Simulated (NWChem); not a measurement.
hydrogen bromide (HBr); SMILES Br

Results from NWChem. Coordinates come from a PBE0/def2-SVP optimisation.

Problem. What does the run give for B3LYP/def2-SVP? Quantities: highest occupied level (eV); orbital gap (eV); dipole (D).

Solution. 
```yaml
highest occupied level (eV): -8.18
orbital gap (eV): 8.04
dipole (D): 1.01
```
